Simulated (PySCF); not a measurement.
**Correlation energy of C⁺ (carbon, charge +1)**

[He] 2s1 2p1 3s1, high-spin 4P determinant (an excited configuration). Calculation: PySCF 2.14, in dyall-av3z (15s9p3d2f, 71 functions); the non-relativistic Hamiltonian (point nucleus). Frozen: 1s2; 3 electrons correlated; the 13 highest virtual orbitals of each spin left out.

| level | correlation energy (mhartree) |
| --- | --- |
| CCSD | -12.45 |
| (T) | -0.10 |
| CCSD(T) | -12.55 |

Diagnostics: T1 = 0.0081, D1 = 0.0192, largest double amplitude 0.050.

Problem. Is a single reference adequate?

Solution. Yes: T1 lies below 0.03 and no double amplitude reaches 0.07.
